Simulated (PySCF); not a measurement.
Arsenic: highly charged ions in a basis for the neutral atom

As¹⁶⁺ [Ne] 3s2 3p5, As¹⁷⁺ [Ne] 3s2 3p4. Computed with PySCF 2.14 in def2-SVP (5s4p3d, 32 functions), with the non-relativistic Hamiltonian (point nucleus). No spin-orbit coupling, so a gap to NIST mixes the basis error with missing relativistic terms.

Changed run: basis of the neutral atom used for a highly charged ion. This setting is unsound on purpose.

```csv
species,method,sound run (hartree),changed run (hartree),converged
As¹⁶⁺,UHF,not run,-2100.38758,yes
As¹⁶⁺,MN15,not run,-2101.42816,yes
As¹⁶⁺,M06-L,not run,-2101.13002,yes
As¹⁷⁺,UHF,not run,-2077.27021,yes
As¹⁷⁺,MN15,not run,-2078.16950,yes
As¹⁷⁺,M06-L,not run,-2077.94123,yes
```

Ionisation energy of As¹⁶⁺:

```
method  changed run (eV)    NIST (eV)
   UHF            629.06  628.8 ± 0.6
  MN15            632.90  628.8 ± 0.6
 M06-L            631.00  628.8 ± 0.6
```

The contracted functions were made for the neutral atom and can be too rigid for a highly charged ion.
